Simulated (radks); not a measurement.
The numbers below are computed, except where a source is named.
Question: Er4+, 64 electrons, occupied as [Kr] 4d10 4f10 5s1.5 5p6 6s0.5 (fractional occupations, a model configuration). Level of theory: Dirac Kohn-Sham, PBE, spin-unpolarised, spherical densities, finite nucleus; open shells fill j = l - 1/2 first; Fermi nuclear charge, rms radius 5.2516 fm (a radial shooting solver on a logarithmic mesh with Libxc functionals). Some entries of the table are withheld. Estimate them.

orbital  occ.  eigenvalue (hartree)  <1/r> (bohr^-1)
1s1/2       2             -2107.650            77.54
2s1/2       2             -355.6980            18.65
2p1/2       2             -338.9275            18.62
2p3/2       4             -305.2376            16.15
3s1/2       2             -81.42673            6.825
3p1/2       2             -74.05974            6.741
3p3/2       4             -66.98531            6.109
3d3/2       4             -54.37173            5.994
3d5/2       6             -52.82612            5.840
4s1/2       2             -17.81576            2.861
4p1/2       2             -14.86710            2.753
4p3/2       4             -13.26488            2.536
4d3/2       4              -8.40383              (1)
4d5/2       6              -8.11055              (2)
5s1/2     1.5              -3.76158              (3)
5p1/2       2              -2.90272            1.008
5p3/2       4              -2.66062           0.9372
4f5/2       6              -2.22307              (4)
4f7/2       4              -2.17762              (5)
5d3/2       0              -1.49548           0.7049
5d5/2       0              -1.46826           0.6913
6s1/2     0.5              -1.28288           0.4802
6p1/2       0              -1.05235              (6)
6p3/2       0              -1.00334              (7)
5f5/2       0              -0.64365              (8)
5f7/2       0              -0.64194              (9)

Answer: 
(1) 4d3/2 <1/r> (bohr^-1): 2.320
(2) 4d5/2 <1/r> (bohr^-1): 2.267
(3) 5s1/2 <1/r> (bohr^-1): 1.119
(4) 4f5/2 <1/r> (bohr^-1): 1.779
(5) 4f7/2 <1/r> (bohr^-1): 1.757
(6) 6p1/2 <1/r> (bohr^-1): 0.4256
(7) 6p3/2 <1/r> (bohr^-1): 0.4058
(8) 5f5/2 <1/r> (bohr^-1): 0.3568
(9) 5f7/2 <1/r> (bohr^-1): 0.3559
